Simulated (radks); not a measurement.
Initial-state core-level shifts of the bismuth ion Bi3+ when its valence configuration changes from [Hg]. Method: scalar-relativistic Kohn-Sham, r2SCAN, spin-polarised, spherical densities, finite nucleus; open shells are filled with parallel spins first (spin-orbit coupling, left out, can overturn this in heavy ions); meta-GGA in the generalised Kohn-Sham scheme; Fermi nuclear charge, rms radius 5.5211 fm; computed with a radial shooting solver on a logarithmic mesh with Libxc functionals. Shifts are changes of the shell-averaged eigenvalues in eV (positive: less bound); the change of the density at the nucleus, which sets a Mossbauer isomer shift, is in e/bohr^3, on a base of 3.212e+06.

| valence | 2s | 2p | 3p | 3d | density at nucleus |
|---|---|---|---|---|---|
| [Xe] 4f14 5d9 6s2 6p1 | -7.226 | -7.230 | -7.121 | -7.147 | +78.5 |
| [Xe] 4f14 5d9.5 6s2 6p0.5 | -3.620 | -3.622 | -3.570 | -3.582 | +37.7 |
| [Xe] 4f13 5d10 6s2 6p1 | -23.987 | -23.799 | -26.030 | -25.959 | +311.5 |
| [Xe] 4f12 5d10 6s2 6p2 | -48.719 | -48.332 | -52.841 | -52.712 | +644.4 |
| [Xe] 4f12 5d10 6p4 | -52.085 | -51.695 | -56.240 | -56.108 | -277.2 |
| [Xe] 4f11 5d10 6s2 6p3 | -74.195 | -73.601 | -80.425 | -80.253 | +992.3 |
| [Xe] 4f14 5d10 6s1 6p1 | -1.634 | -1.632 | -1.654 | -1.652 | -401.9 |
| [Xe] 4f14 5d10 6p2 | -3.379 | -3.375 | -3.413 | -3.409 | -789.8 |
